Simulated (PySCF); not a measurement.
Al(Cl)2(SeH) (AlCl2HSe), SMILES [Cl][Al]([Cl])[SeH]. Atoms are numbered in the order given.

```xyz
5

Al    -0.0002     0.5447     0.0000
Cl     1.8195     1.5823     0.0000
Cl    -1.8020     1.6172     0.0000
Se     0.0338    -1.7547     0.0000
H     -1.4421    -1.8144     0.0000
```
Charge 0, spin multiplicity 1.

The structure is a stationary point at B3LYP-D3(BJ)/def2-SVP. The structure was generated by enumeration; whether it is a known compound was not checked. Other conformers were not sampled.

All values below come from B3LYP/def2-TZVP run with PySCF.

Symmetry labels are those of the subgroup Cs that the program uses (full group Cs).

Computed valence orbital energies around the gap with their symmetry:
```
orbital  symmetry  energy (eV)
-------  --------  -----------
HOMO−7         A'       -11.26
HOMO−6         A'       -10.60
HOMO−5         A'        -9.91
HOMO−4         A"        -9.77
HOMO−3         A"        -9.34
HOMO−2         A'        -9.12
HOMO−1         A'        -8.81
HOMO           A"        -7.57
LUMO           A'        -1.45
LUMO+1         A"        -1.25
LUMO+2         A'        -0.55
LUMO+3         A'         1.04
```
